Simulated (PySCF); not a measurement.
C₆ coefficients of unlike pairs at PBE0

Calculated with PySCF 2.14 from the dipole response of each species, C₆(A,B) = (3/π) ∫ α_A(iu) α_B(iu) du, in atomic units, from isotropic polarisabilities. For ions this is the dispersion term alone; charge-induced terms of lower order in 1/R come first.

| species | configuration | basis | relativity | α (bohr³) | C₆ (like pair) |
| --- | --- | --- | --- | --- | --- |
| Co²⁺ | [Ar] 3d7 (4F) | aug-cc-pVTZ-DK (8s7p5d3f2g) | spin-free X2C | 3.447 | 9.884 |
| Au³⁺ | [Xe] 4f14 5d8 (3F) | aug-cc-pVTZ-PP with one added diffuse shell each of s, p, d, f, g type with ECP60MDF (7s7p6d4f3g) | core potential | 5.988 | 34.28 |
| Li⁺ | 1s2 (1S) | aug-cc-pV5Z (7s6p5d4f3g2h) | none | 0.2016 | 0.08095 |
| Mo³⁺ | [Kr] 4d3 (4F) | def2-QZVPPD with the def2 core potential (28 electrons) (7s5p4d3f2g) | core potential | 5.727 | 25.49 |

Estimate C₆ for Li⁺ with Au³⁺.

The integral gives 1.595. The combination rule 2 C_A C_B / (C_A α_B/α_A + C_B α_A/α_B) gives 1.560 and the geometric mean 1.666.

No spin-orbit coupling is included.

The other pairs:

```json
{"pair": "Li⁺, Co²⁺", "C₆": "0.8571"}
{"pair": "Mo³⁺, Co²⁺", "C₆": "15.78"}
{"pair": "Mo³⁺, Li⁺", "C₆": "1.335"}
{"pair": "Mo³⁺, Au³⁺", "C₆": "29.44"}
{"pair": "Au³⁺, Co²⁺", "C₆": "18.37"}
```
